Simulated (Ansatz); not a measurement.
Heat of formation of CsCl (SMILES [Cl][Cs]) from total energies

The species is CsCl (2 atoms), meant as a singlet with charge 0. As SMILES, `[Cl][Cs]`. Geometry: the measured bond length.

```xyz
2

Cl    0.0000    0.0000    0.0000
Cs    0.0000    0.0000    2.9063
```

Total energies at CCSD/def2-TZVP (core potential), 5 core orbitals frozen (Ansatz 0.2.0); the atoms run unrestricted:

```tsv
species	state	energy (Eh)
CsCl	singlet	-479.769960
Cl	doublet	-459.656314
Cs	doublet	-19.965734
```

Harmonic wavenumbers at wB97M-V/def2-TZVPD, in cm⁻¹: 205.

Measured heats of formation of the gaseous atoms at 298.15 K, in kJ/mol: Cl 121.3, Cs 76.5. Spin-orbit lowering of the atoms at 298 K (mean of the ground term's levels less their thermal mean, from spectra), in kJ/mol: Cl 3.44. Take 1 Eh = 2625.50 kJ/mol, 1 cm⁻¹ = 0.0119627 kJ/mol, RT = 2.479 kJ/mol.

Problem. What heat of formation follows?

Solution. 
1. Electronic atomisation energy: (-459.656314) + (-19.965734) − (-479.769960) = 0.147912 Eh = 388.3 kJ/mol.
2. Zero-point energy: half the sum of the wavenumbers, 102.5 cm⁻¹ = 1.2 kJ/mol.
3. Thermal vibrational enthalpy, Σ hcν̃/(exp(hcν̃/kT) − 1): 1.5 kJ/mol. Translation, rotation and pV of a linear molecule: 3.5 RT = 8.7 kJ/mol.
4. The 2 free atoms carry 5/2 RT each: 12.4 kJ/mol.
5. Spin-orbit coupling lowers the free atoms by 3.44 = 3.4 kJ/mol.
6. Atomisation enthalpy at 298 K: 388.3 − 3.4 − 1.2 − 1.5 − 8.7 + 12.4 = 385.9 kJ/mol.
7. Sum of the atoms' heats of formation: 197.8 kJ/mol. Heat of formation: 197.8 − 385.9 = -188.1 kJ/mol.

No measured value is set beside it here. Anharmonicity and any spin-orbit splitting of the molecule are left out, and so is core correlation.
